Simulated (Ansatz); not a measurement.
**Question.** Name a neutral molecule of Al, C, F and H with LUMO energy (PBE/def2-TZVPP) between -1.40 and -1.10 eV and HOMO energy (PBE0/def2-TZVPP) between -7.20 and -6.90 eV (Ansatz, PBE0-D4/def2-TZVP geometry).

**Answer.** `[CH3][Al]1[CH]=[C]1F` (-1.22 eV, -7.09 eV). Other molecules can fit too; these were computed, each in one conformer that needn't be the lowest.
